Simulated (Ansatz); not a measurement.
Isolated molecules relaxed with PBE0-D4/def2-TZVP in Ansatz; ΔE leaves out vibrations. CCSD(T)/CBS adds triple-zeta CCSD(T) − MP2 to the extrapolated MP2 energy (def2 sets, frozen cores). DFT in def2-TZVPP. Each species was taken in one conformer, which may not be the lowest.

Consider the substitution at a C–C bond: `CC(C)Cl` + `BN[SiH2]F` → `BN(C)[SiH2]F` + `CCCl`.

| level | ΔE (kcal/mol) |
| --- | --- |
| PBE | 10.1 |
| PBE0 | 10.7 |
| SCS-MP2/def2-TZVPP | 11.1 |
| CCSD/def2-TZVPP | 11.0 |
| CCSD(T)/def2-TZVPP | 11.0 |
| HF/def2-QZVPP | 11.2 |
| HF/CBS(def2) | 11.2 |
| CCSD/CBS(def2) | 11.4 |

(1) What does CCSD(T)/CBS give? (Estimate.)

Largest T1 diagnostic among the species: 0.012.

Answers

(1) The calculation gave: +11.3 kcal/mol. The listed levels differ from it by -1.2, -0.6, -0.2, -0.3, -0.3, -0.1, -0.1, 0.1 kcal/mol.
